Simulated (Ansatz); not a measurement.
`[NH2][SnH]([F])[Cl]` + HCl → `[F][SnH]([Cl])[Cl]` + NH₃  (ligand exchange at the Sn–N bond)

Computed with Ansatz on PBE0-D4/def2-TZVP structures; ΔE is electronic, products minus reactants. CCSD(T)/CBS adds triple-zeta CCSD(T) − MP2 to the extrapolated MP2 energy (def2 sets, frozen cores). This one scheme is used for every species. Functionals use def2-TZVPP. Elements past krypton have def2 core potentials. For Sn outer-core shells are correlated without core-valence functions, which leaves a few kJ/mol of doubt a bond. One conformer a species, not always the lowest.

Task: Is it downhill or uphill in electronic energy at CCSD(T)/CBS, and by how much? (Best estimate.)

Result: Ansatz gave: Downhill: ΔE = -77.3 kJ/mol.

Task: What do these levels give: r2SCANh-D4, PBE, revPBE, CCSD/def2-TZVPP, SCS-MP2/def2-QZVPP, HF/CBS(def2)? (Estimate.)

Result: The calculation gave: r2SCANh-D4 -82.3, PBE -79.3, revPBE -80.7, CCSD/def2-TZVPP -72.7, SCS-MP2/def2-QZVPP -76.7, HF/CBS(def2) -89.3 kJ/mol.

Largest T1 diagnostic among the species: 0.013.

In def2-TZVPP, CCSD(T) changes the Hartree–Fock value by +15.9 kJ/mol (the triples alone add +1.0 kJ/mol) and MP2 by +14.5 kJ/mol. From BLYP to BHLYP (50 % exact exchange), in def2-TZVPP and without D4, ΔE moves by −4.0 kJ/mol. Leaving LDA and LC-ωPBE aside and taking each functional with its dispersion term where it has one, the values, not all of them listed here, spread over 8.7 kJ/mol, from B97M-V to CAM-B3LYP-D4. LDA lies +6.2 kJ/mol from PBE without D4.
